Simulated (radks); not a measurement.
The numbers below are computed, except where a source is named.
Species: Tl+. Configuration: [Kr] 4d10 4f14 5s2 5p5.5 5d10 6s2 6p0.5 (fractional occupations, a model configuration).

Level of theory: Dirac Kohn-Sham, PBEsol, spin-unpolarised, spherical densities, point nucleus; open shells fill j = l - 1/2 first (a radial shooting solver on a logarithmic mesh with Libxc functionals).

Energy parts (hartree):
part                       energy
total                 -20281.8761
kinetic                23510.4929
electron-nucleus      -51235.4504
Hartree                 7819.0553
exchange-correlation    -375.9740

Orbitals (lengths in bohr, moments of r in powers of bohr):
1s1/2: occ. 2; eigenvalue (hartree) -3141.064; <1/r> 99.52; <r> 0.01632
2s1/2: occ. 2; eigenvalue (hartree) -559.1339; <1/r> 24.55; <r> 0.06806
2p1/2: occ. 2; eigenvalue (hartree) -536.6922; <1/r> 24.49; <r> 0.05590
2p3/2: occ. 4; eigenvalue (hartree) -460.8075; <1/r> 19.69; <r> 0.06469
3s1/2: occ. 2; eigenvalue (hartree) -133.7528; <1/r> 9.002; <r> 0.1770
3p1/2: occ. 2; eigenvalue (hartree) -123.6466; <1/r> 8.911; <r> 0.1674
3p3/2: occ. 4; eigenvalue (hartree) -106.7775; <1/r> 7.656; <r> 0.1835
3d3/2: occ. 4; eigenvalue (hartree) -90.12291; <1/r> 7.557; <r> 0.1595
3d5/2: occ. 6; eigenvalue (hartree) -86.52011; <1/r> 7.275; <r> 0.1644
4s1/2: occ. 2; eigenvalue (hartree) -30.15966; <1/r> 3.819; <r> 0.3915
4p1/2: occ. 2; eigenvalue (hartree) -25.80977; <1/r> 3.709; <r> 0.3932
4p3/2: occ. 4; eigenvalue (hartree) -21.70467; <1/r> 3.273; <r> 0.4276
4d3/2: occ. 4; eigenvalue (hartree) -14.61233; <1/r> 3.075; <r> 0.4334
4d5/2: occ. 6; eigenvalue (hartree) -13.84651; <1/r> 2.976; <r> 0.4445
5s1/2: occ. 2; eigenvalue (hartree) -5.19859; <1/r> 1.577; <r> 0.8756
4f5/2: occ. 6; eigenvalue (hartree) -4.68699; <1/r> 2.626; <r> 0.4642
4f7/2: occ. 8; eigenvalue (hartree) -4.51781; <1/r> 2.588; <r> 0.4707
5p1/2: occ. 2; eigenvalue (hartree) -3.73326; <1/r> 1.453; <r> 0.9383
5p3/2: occ. 3.5; eigenvalue (hartree) -2.98032; <1/r> 1.293; <r> 1.031
5d3/2: occ. 4; eigenvalue (hartree) -0.97986; <1/r> 0.9924; <r> 1.328
5d5/2: occ. 6; eigenvalue (hartree) -0.89511; <1/r> 0.9534; <r> 1.379
6s1/2: occ. 2; eigenvalue (hartree) -0.64428; <1/r> 0.5498; <r> 2.330
6p1/2: occ. 0.5; eigenvalue (hartree) -0.37115; <1/r> 0.4390; <r> 2.886
6p3/2: occ. 0; eigenvalue (hartree) -0.31096; <1/r> 0.3875; <r> 3.238

The highest occupied level is 6p1/2 at -10.100 eV. Summed over all electrons, <r^2> = 54.58 bohr^2, which gives a Langevin (diamagnetic) susceptibility term of -43.2 x 10^-6 cm^3/mol. The density falls to 0.001 e/bohr^3 at r = 4.07 bohr.
